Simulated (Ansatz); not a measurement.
BrCs, singlet, at a GFN2-xTB geometry (such geometries of metal compounds can be far from the true shape) (core potentials on Cs); Ansatz (an electronic-structure program) with CAM-B3LYP/def2-SVP.

The Ansatz input:
Ansatz 0.2 input:
```yaml
crystal:
  periodic: [false, false, false]
  atoms:
    - {symbol: Cs, position_ang: [-0.00000000, -0.00000000, -1.19327963]}
    - {symbol: Br, position_ang: [0.00000000, 0.00000000, 1.87515370]}
basis:
  gaussian:
    orbitals: def2-SVP
    point_charges:
      - {charge: -1.0, position_ang: [1.5889, -0.0980, 4.5865]}
hamiltonian:
  xc: cam_b3lyp
```

What the program printed (banner, timings and long lists left out):

```
Functional definition: CAM-B3LYP
530 factors; integrals over basis functions are off by at most 3.5e-4 eV
193 factors; integrals over basis functions are off by at most 3.6e-5 eV
mean field evaluation 1: about -70588.6517 eV, gradient 1.7e1 eV
mean field evaluation 2: about -70588.3583 eV, gradient 2.3e1 eV
mean field evaluation 4: about -70589.9437 eV, gradient 3.6e-1 eV
mean field evaluation 8: about -70589.9748 eV, gradient 4.1e-2 eV
mean field evaluation 16: about -70589.9748 eV, gradient 6.9e-5 eV
mean field -70589.97482496 eV, -2594.1337272138 hartree, gradient 6.8e-5 eV, S^2 0.000000; 0 other end points of the search recorded, 0 dependent functions left out
reference -70589.97494540 eV, -2594.1337316399 hartree; 22, 22 occupied and 34, 34 virtual orbitals, 530 factors
Total energy: -70589.97494540 eV, -2594.1337316399 hartree
```
